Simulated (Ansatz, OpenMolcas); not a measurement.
**InCNClF (SMILES N#[C][In]([F])[Cl]): methods side by side**

InCNClF: 5 atoms, total charge 0, spin state singlet. As SMILES, `N#[C][In]([F])[Cl]`. The coordinates come from a PBE0-D4/def2-TZVP relaxation.

Each level gives the vertical energy of the triplet above the singlet (eV). The values are calculated.

```json
{"level": "BLYP/def2-SVP (core potential)", "kind": "GGA", "program": "OpenMolcas", "value (eV)": "4.86", "CPU time (all runs)": "1.9 min"}
{"level": "PBE/def2-SVP (core potential)", "kind": "GGA", "program": "OpenMolcas", "value (eV)": "4.94", "CPU time (all runs)": "96 s"}
{"level": "revPBE/def2-SVP (core potential)", "kind": "GGA", "program": "Ansatz", "value (eV)": "4.97", "CPU time (all runs)": "2.2 min"}
{"level": "TPSS/def2-SVP (core potential)", "kind": "meta-GGA", "program": "OpenMolcas", "value (eV)": "5.08", "CPU time (all runs)": "95 s"}
{"level": "BHLYP/def2-SVP (core potential)", "kind": "global hybrid", "program": "Ansatz", "value (eV)": "5.83", "CPU time (all runs)": "95 s"}
{"level": "PBE0/def2-SVP (core potential)", "kind": "global hybrid", "program": "OpenMolcas", "value (eV)": "5.61", "CPU time (all runs)": "52 s"}
{"level": "r2SCAN0/def2-SVP (core potential)", "kind": "hybrid meta-GGA", "program": "Ansatz", "value (eV)": "5.55", "CPU time (all runs)": "3.2 min"}
{"level": "MP2/def2-SVP (core potential)", "kind": "perturbation theory", "program": "Ansatz", "value (eV)": "6.71", "CPU time (all runs)": "91 s"}
```

Spin-orbit coupling, which can split open shells on such heavy atoms by tenths of an eV, is left out. The values span 4.86 to 6.71 eV. In the correlated wave-function rows the outer d shell of In is correlated, in sets not made for it. CPU times are rough (shared hosts, several kinds of processor): they show what a rung costs within a factor of a few.
